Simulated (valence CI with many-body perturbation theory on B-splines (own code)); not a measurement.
# Which ion has this spectrum?

A relativistic CI+MBPT calculation for an atom or ion with 8 electrons gives these levels (eV):

| J | Parity | E | g |
| --- | --- | --- | --- |
| 2 | even | 0 | 1.29 |
| 0 | even | 73 |  |
| 1 | even | 2396 | 1.46 |
| 2 | even | 2414 | 1.11 |
| 2 | odd | 2885 | 1.45 |
| 1 | odd | 2985 | 1.14 |
| 0 | even | 4845 |  |
| 0 | odd | 5297 |  |
| 1 | odd | 5338 | 1.26 |
| 0 | even | 5913 |  |
| 2 | odd | 10888 | 1.47 |
| 1 | odd | 10898 | 1.13 |
| 1 | even | 11035 | 1.46 |
| 2 | even | 11036 | 1.14 |

The energies are calculated, and their last digits are not significant.

Task: Which is it?
A. Bi75+
B. Hg72+
C. Pb74+
D. Tl73+

Result: A. Bi75+, ground level (2s^2 2p1/2^2 2p3/2^2) J=2.
